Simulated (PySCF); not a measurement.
# What a mistake does to a calculation on AlBFH2N

These are calculations, not measurements. They come from PySCF 2.14.0, an open-source quantum chemistry program, on an isolated molecule that a program drew, which may never have been made. The molecule is AlBFH2N (charge 0, singlet), drawn as the SMILES string `FB=[N][AlH2]`.

Each row is a Hartree-Fock (HF) and frozen-core CCSD(T) single point in the cc-pV(D+d)Z basis, meant for a local HF minimum. Run 1 is clean. Each other run has one planted mistake out of seven kinds, and not every kind appears here: one electron removed, one electron added, multiplicity raised by two, geometry at a saddle point, minimal basis STO-3G, one bond length entered in bohr, all coordinates scaled. The reference is restricted for singlets and unrestricted otherwise, and also for a bond in bohr. Adding or removing an electron swaps singlet and doublet. Electrons count all cores. HOMO and LUMO are orbital energies over both spins, the gradient is its largest component, and the lowest frequency (negative if imaginary) is given only where the gradient is small. Bond lengths are over the 5 bonds as drawn. T1 is the CCSD diagnostic: over 0.02 (restricted) or 0.045 (unrestricted) a single reference is doubtful.

Geometry of the clean run:
```xyz
6
AlBFH2N, angstrom
F    -2.3206    2.8466   -0.0689
B    -1.4555    2.0478    0.4534
N    -0.6177    1.2739    0.9595
Al    0.5680    0.1795    1.6741
H     2.0620    0.6563    1.8370
H     0.1147   -1.2575    2.1383
```

| run | electrons | basis functions | <S^2> | HOMO (eV) | LUMO (eV) | gradient (hartree/bohr) | lowest frequency (cm^-1) | mean bond (Å) | longest bond (Å) | T1 | HF (hartree) | CCSD(T) (hartree) | mistake |
|---|---|---|---|---|---|---|---|---|---|---|---|---|---|
| 1 | 36 | 75 | 0.000 | -10.87 | 1.64 | 1.8e-05 | 99 | 1.4908 | 1.765 | 0.0142 | -421.75756 | -422.27544 | no fault |
| 2 | 36 | 26 | 0.000 | -7.52 | 8.47 | 5.5e-02 | - | 1.4908 | 1.765 | 0.0167 | -416.41741 | -416.61407 | minimal basis STO-3G |
| 3 | 36 | 75 | 0.000 | -10.96 | 1.83 | 4.4e-02 | - | 1.4297 | 1.692 | 0.0129 | -421.74391 | -422.25420 | all coordinates scaled |
| 4 | 35 | 75 | 0.760 | -16.48 | -7.83 | 1.1e-01 | - | 1.4908 | 1.765 | 0.0640 | -421.41484 | -421.89923 | one electron removed |
| 5 | 36 | 75 | 2.017 | -5.05 | -3.09 | 6.1e-02 | - | 1.4908 | 1.765 | 0.0582 | -421.54967 | -422.07639 | ? |

**Which mistake was planted in run 5, and what did it cost?**

Electrons, basis and geometry are unchanged, and <S^2> is 2.017, beside S(S+1) = 2.00 for a multiplicity of 3. So the mistake is: multiplicity raised by two. Subtracting run 1 and multiplying by 627.51 kcal/mol a hartree, the energy moved by 130.5 kcal/mol in HF and 124.9 kcal/mol in CCSD(T).

Cautions from the logs. Run 4: T1 is over the limit, so its CCSD(T) energy is less reliable; run 5: T1 is over the limit, so its CCSD(T) energy is less reliable.
